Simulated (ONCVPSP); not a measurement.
Cutoff test, aluminium (Al), ONCV

aluminium, optimised norm-conserving Vanderbilt (ONCV), made with ONCVPSP 4.0.1 (PBEsol, non-relativistic). Core [Ne], reference 3s1.5 3p1.5. Waves: 3s: rc 2.15 bohr, ncon 4, nbas 8, qcut 2.3 1/bohr, 3 projectors, debl 0.4 Ha; 3p: rc 1.75 bohr, ncon 4, nbas 7, qcut 4.2 1/bohr, 3 projectors, debl 3.4 Ha; d scattering state at 0.08 Ha: rc 1.90 bohr, ncon 5, nbas 8, qcut 4.3 1/bohr, 1 projector. Local part: polynomial inside 1.40 bohr (lpopt 5, dvloc0 2 Ha). Core correction: Teter function, fcfact 5.25, rcfact 1.1.

Task: For each optimised wave give the share of its norm inside rc, the residual kinetic energy above qcut (Ha) and the cutoffs (Ha) for errors of 10, 1, 0.1 and 0.01 mHa per electron.

Result:

| wave | norm inside rc | residual KE | 10 mHa | 1 mHa | 0.1 mHa | 0.01 mHa |
| --- | --- | --- | --- | --- | --- | --- |
| 3s | 0.399 | 9.0e-03 | 2.5 | 17.9 | 35.9 | 42.7 |
| s projector 2 | 0.112 | 5.1e-03 | 1.6 | 4.5 | 26.1 | 49.5 |
| s projector 3 | 0.099 | 9.9e-03 | 2.6 | 5.5 | 20.7 | 50.8 |
| 3p | 0.100 | 4.4e-04 | 1.3 | 2.5 | 38.2 | 48.8 |
| p projector 2 | 0.137 | 4.3e-02 | 40.1 | 64.7 | 77.7 | 116.0 |
| p projector 3 | 0.121 | 2.8e-01 | 73.6 | 89.0 | 113.3 | 162.1 |
| d projector 1 | 0.025 | 3.2e-04 | 2.0 | 6.5 | 13.4 | 51.3 |

The occupied waves need 18 Ha and 38 Ha for 1 and 0.1 mHa. The cutoffs count occupied waves only; projector 3 of the p channel, the hardest unoccupied one, needs 89 Ha at the loose tolerance. Note: ghosts flagged at negative energy: s at -163.4 eV; GHOST(+) flagged for p at 23.1 eV, s at 154.6 eV. A true bound ghost makes a file unfit for plane-wave use.
